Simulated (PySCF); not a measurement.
# State search for LiAs⁺

Unrestricted PBE0; PySCF, no relativity, basis sets Li pcseg-1, As pcseg-1. Outer shells of the fragments: Li+ closed shells only; As 3d10 4s2 4p3.

Followed along the bond (rough minima from three points):

```csv
2Ms+1,unpaired,⟨S²⟩ at the start,R at minimum (Å),Te (eV)
4,"σ ↑, π ↑↑",3.75,2.80,0.00
2,"σ ↓, π ↑↑",1.76,2.84,0.68
2,"σ ↑, π ↑↓",1.76,2.82,0.71
2,π ↑,0.75,2.68,0.99
```

Solutions found at the starting distance of 2.560 Å, counted from the lowest of them; the search is not exhaustive and high or unbound solutions are not listed, so other states can lie among these:

```csv
2Ms+1,unpaired,term,E (eV),⟨S²⟩,⟨Lz²⟩,μ (D)
4,"σ ↑, π ↑↑",⁴Σ⁻,0.00,3.75,0.00,-8.68
2,"σ ↓, π ↑↑",mixed,0.70,1.76,0.00,-8.62
2,"σ ↑, π ↑↓",mixed,0.72,1.76,2.01,-8.63
2,π ↑,²Π,0.97,0.75,1.00,-8.25
2,σ ↑,mixed,1.83,0.75,2.00,-8.49
2,π ↑,²Π,2.70,0.75,1.01,-8.74
4,"σ ↑↑, π ↑",⁴Π,6.20,3.75,1.00,0.98
4,"σ ↑, π ↑↑",mixed,7.33,3.75,2.00,1.05
4,π ↑↑↑,⁴Π,7.88,3.75,1.00,0.96
```

A term symbol is given only where ⟨S²⟩ and ⟨Lz²⟩ are close to those of a pure state; real π, δ and φ orbitals otherwise mix terms. A positive dipole points towards As; it is taken about the centre of mass and depends on that origin.

Spin–orbit coupling is left out. Counting both spins, an empty level lies below a filled one in some of these solutions, because spin and occupation are held.
